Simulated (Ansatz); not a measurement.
`[CH3][AlH][CH2]N[SiH3]` + `C[SeH]` → `[CH3][AlH][Se]C` + `CN[SiH3]`  (ligand exchange at the Al–C bond)

Isolated molecules relaxed with PBE0-D4/def2-TZVP in Ansatz; ΔE leaves out vibrations. CCSD(T)/CBS adds triple-zeta CCSD(T) − MP2 to the extrapolated MP2 energy (def2 sets, frozen cores). Functionals use def2-TZVPP. B3LYP here is the variant with VWN-RPA as its local correlation; programs differ in this. For Se outer-core shells are correlated without core-valence functions, which leaves a few kJ/mol of doubt a bond. Scalar relativity is left out up to krypton. One conformer a species, not always the lowest.

```tsv
level	ΔE (kJ/mol)	difference from CCSD(T)/CBS
LDA (SPW92)	-113.9	17.4
PBE-D4	-123.3	8.0
BLYP-D4	-126.7	4.6
B3LYP-D4	-129.8	1.5
BHLYP-D4	-135.2	-3.9
ωB97X-V	-126.3	5.0
B2PLYP	-134.6	-3.3
r2SCAN	-129.7	1.6
B3LYP	-134.6	-3.3
HF/def2-SVP	-152.7	-21.4
MP2/def2-SVP	-137.1	-5.8
SCS-MP2/def2-TZVPP	-133.9	-2.6
HF/def2-QZVPP	-150.5	-19.2
MP2/def2-QZVPP	-134.5	-3.2
SCS-MP2/def2-QZVPP	-134.8	-3.5
HF/CBS(def2)	-150.3	-19.0
CCSD(T)/CBS	-131.3	0
```

Largest T1 diagnostic among the species: 0.011.

From BLYP to BHLYP (50 % exact exchange), in def2-TZVPP and without D4, ΔE moves by −5.6 kJ/mol. Leaving LDA and LC-ωPBE aside and taking each functional with its dispersion term where it has one, the values, not all of them listed here, spread over 12.4 kJ/mol, from BHLYP-D4 to revPBE-D4. LDA lies +12.5 kJ/mol from PBE without D4.

CCSD(T)/CBS has its own doubt, a few kJ/mol and more with outer-core shells, so smaller differences from it don't rank the levels.
